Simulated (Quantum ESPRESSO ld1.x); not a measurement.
Question: The germanium ion Ge+, configuration [Ar] 3d10 4s2 4p1 (the NIST ground configuration). Calculated with ld1.x of Quantum ESPRESSO 7.5: Dirac Kohn-Sham, LDA (Slater exchange, Perdew-Zunger correlation), spin-unpolarised, spherical densities, point nucleus; open shells are shared between the two j in proportion to 2j + 1; speed of light set to 13703.6 atomic units (100 times the physical value, a model run). Some entries of the table are withheld. Estimate them.

orbital      occ.  eigenvalue (eV)  r(max) (bohr)  <r> (bohr)
1s1/2           2         -10792.9        0.03163     0.04792
2s1/2           2         -1343.94         0.1798      0.2142
2p1/2           2         -1198.77            (1)      0.1854
2p3/2           4         -1198.77            (2)      0.1854
3s1/2           2         -171.273         0.5522      0.6363
3p1/2           2              (3)         0.5470      0.6525
3p3/2           4              (4)         0.5470      0.6525
3d3/2           4         -39.4321            (5)      0.7316
3d5/2           6         -39.4320            (6)      0.7316
4s1/2           2         -19.7535          1.733       2.054
4p1/2    0.333333         -11.4930            (7)       2.541
4p3/2    0.666667         -11.4930            (8)       2.541

Answer: 
(1) 2p1/2 r(max) (bohr): 0.1427
(2) 2p3/2 r(max) (bohr): 0.1427
(3) 3p1/2 eigenvalue (eV): -123.199
(4) 3p3/2 eigenvalue (eV): -123.199
(5) 3d3/2 r(max) (bohr): 0.5005
(6) 3d5/2 r(max) (bohr): 0.5005
(7) 4p1/2 r(max) (bohr): 2.083
(8) 4p3/2 r(max) (bohr): 2.083
